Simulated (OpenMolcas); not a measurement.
**Levels of Se V by method**

```json
{
  "Program": "OpenMolcas",
  "Basis": "ANO-R2 [6s6p4d3f1g]",
  "Scalar Hamiltonian": "X2C, finite nucleus",
  "Active space": "2 electrons in 8 orbitals (4s 4p 5s 5p)",
  "State averaging": "2S+1 = 3 even, 3 roots (0 in the spin-orbit step); 2S+1 = 1 even, 1 root; 2S+1 = 3 odd, 3 roots; 2S+1 = 1 odd, 3 roots",
  "Spin-orbit coupling": "state interaction with AMFI integrals over the reference wave functions, term energies averaged over their components"
}
```

Methods on the same reference wave functions:
A. CASSCF
B. SS-CASPT2, IPEA 0.25 Eh, imaginary shift 0.1 Eh (closed shells correlated: 3d)

Energies in cm⁻¹ above 4s² ¹S₀, the measured ground level; measured values from the list in Rauch et al., Astron. Astrophys. 606, A105 (2017).

```csv
Level,A,B,Measured
4s² ¹S₀,0.0,0.0,0.0
4s 4p ³P°₀,87274,88629,89749
4s 4p ³P°₁,88694,90027,91350
4s 4p ³P°₂,91768,93123,94960
4s 4p ¹P°₁,140925,130619,131733
```

Deviations, from unrounded energies. A percentage is the sum of absolute deviations over the sum of measured energies, with the sign that they share, or ± where signs differ.

```csv
Against measurement,Levels,A,B
mean absolute deviation (cm-1),4,4400,1300
other configurations (%),4,±4.3,-1.3
```

B lies closest to measurement on these levels. The largest miss of B in the table is 4s 4p ³P°₂, by -1800 cm-1. The ranking rests on the paired levels alone, and a cruder setting can come out closer through cancelling errors.

The lowest spin-free term lies below A's lowest term by 0.441 hartree in B.

Some high roots are left out of the spin-orbit mixing, which shifts the levels that they would mix with. Active for correlation alone: 5p 5s; no level in the range computed is led by a configuration that fills them, so any true level of that kind is missing. Measured partners are found by configuration, term and J. A level has none where our copy of the source lacks it or the pairing is in doubt (some pairs that miss far off the trend of their configuration count as doubtful), and it then counts in no deviation. Levels of configurations outside the active space are missing.

° marks odd parity.
